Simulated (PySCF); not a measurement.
Computed shifts of a molecule Cl₂H₄OSi₂, PBE/pcSseg-1 run with PySCF, GIAO, gas phase, atoms alike by connectivity averaged where their shifts nearly agree, in ppm (number of nuclei): ²⁹Si: -13.2 (1), -35.2 (1). ¹H: 6.07 (1), 5.45 (3). References: ²⁹Si against TMS (σ = 335.4 ppm); ¹⁷O against H2O (σ = 334.3 ppm); ³⁵Cl against HCl (σ = 936.5 ppm); ¹H against TMS (σ = 31.49 ppm), references at their B3LYP-D3(BJ)/def2-TZVP geometries, non-relativistic (without spin–orbit terms, shifts of atoms bonded to Cl or Br come out too high). Geometry: ωB97X-D3(BJ)/def2-SVP. Other conformers were not sampled.

### Question
Pick the molecule that these values belong to.
A) [SiH3]O[SiH](Cl)Cl
B) O[Si@@H](Cl)[SiH2]Cl
C) O[Si]([SiH3])(Cl)Cl
D) O[SiH2][SiH](Cl)Cl

### Answer
A, [SiH3]O[SiH](Cl)Cl
